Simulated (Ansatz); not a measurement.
Single points on the cluster Hg3Se4⁻.

```yaml
crystal:
  periodic: [false, false, false]
  atoms:
    - {symbol: Hg, position_ang: [1.655187, -0.648764, 1.358785]}
    - {symbol: Hg, position_ang: [-0.593037, -1.733817, -0.842644]}
    - {symbol: Hg, position_ang: [-0.069209, 1.993705, 0.296124]}
    - {symbol: Se, position_ang: [0.723468, -2.945003, 0.930442]}
    - {symbol: Se, position_ang: [-1.574588, -0.019589, -2.411537]}
    - {symbol: Se, position_ang: [-2.307980, 1.541211, -0.774056]}
    - {symbol: Se, position_ang: [2.166168, 1.812256, 1.442897]}
basis:
  gaussian: {orbitals: def2-SVP, initial_orbitals: start.molden}
total_charge: -1
magnetization: {spin_polarized: true, initial_magnetization: 1}
hamiltonian: {xc: hf}
scf: {omitted_lower_state_checks: [starts]}
output: {orbitals: {seedname: orbitals}}
```

The file start.molden holds the orbitals of an earlier run on this structure, at another level or in another basis.

```sh
$ ansatz run in.yaml --threads 4 --pin off --events-out ev --progress --plain --max-ram 4787MiB
```

Shortened log:

```
Functional definition: HF
2206 factors; integrals over basis functions are off by at most 7.0e-4 eV
mean field evaluation 1: about -273631.8449 eV, gradient 2.2e1 eV
mean field evaluation 2: about -273633.7336 eV, gradient 1.8e0 eV
mean field evaluation 4: about -273633.8891 eV, gradient 7.1e-2 eV
mean field evaluation 8: about -273634.9675 eV, gradient 3.3e-2 eV
mean field evaluation 16: about -273634.9676 eV, gradient 2.6e-5 eV
mean field -273634.96762463 eV, -10055.8995837623 hartree, gradient 1.2e-5 eV, S^2 0.780042; 0 other end points of the search recorded, 0 dependent functions left out
reference -273634.96762463 eV, -10055.8995837623 hartree; 99, 98 occupied and 125, 126 virtual orbitals, 2206 factors
Total energy: -273634.96762463 eV, -10055.8995837623 hartree
Checks for a lower state left out: starts
```

Run time 29 s (4 threads of Arm Neoverse V2 on a shared host), peak host memory 1.8 GiB.

The first input with `hamiltonian: {xc: pbe, dispersion: d4}` (abridged; 12 s):

```
Functional definition: PBE
mean field -273866.35890368 eV, -10064.4030564249 hartree, gradient 8.4e-6 eV, S^2 0.751197
Total energy: -273866.93214779 eV, -10064.4241227574 hartree
Checks for a lower state left out: starts
```

First input, but with `gaussian: {orbitals: def2-SVP}`, `hamiltonian: {xc: pbe0, dispersion: d4}` (abridged; 30 s):

```
Functional definition: PBE0
mean field evaluation 16: about -273871.1047 eV, gradient 9.4e-3 eV
mean field evaluation 32: about -273871.1047 eV, gradient 6.5e-5 eV
mean field -273871.10470448 eV, -10064.5774613875 hartree, gradient 3.6e-6 eV, S^2 0.756338
Total energy: -273871.61282600 eV, -10064.5961345088 hartree
Checks for a lower state left out: starts
```

Geometry: PBE-D4/def2-SVP, that of the neutral singlet.

In the def2 sets Hg takes a core potential; there is no spin–orbit coupling. At PBE-D4/def2-SVP, PBE0-D4/def2-SVP the highest occupied level of the charge -1 doublet lies above zero (up to 0.65 eV). By energy differences its removal costs 1.29 eV (vertical, to the charge 0 singlet, at PBE-D4/def2-SVP); self-interaction error and the lack of diffuse functions both raise the level. At PBE-D4/def2-SVP the gap within one spin of the charge -1 doublet nearly closes, so an electron or hole may be smeared out by delocalisation error. The structure comes from a short search, and lower isomers may exist.
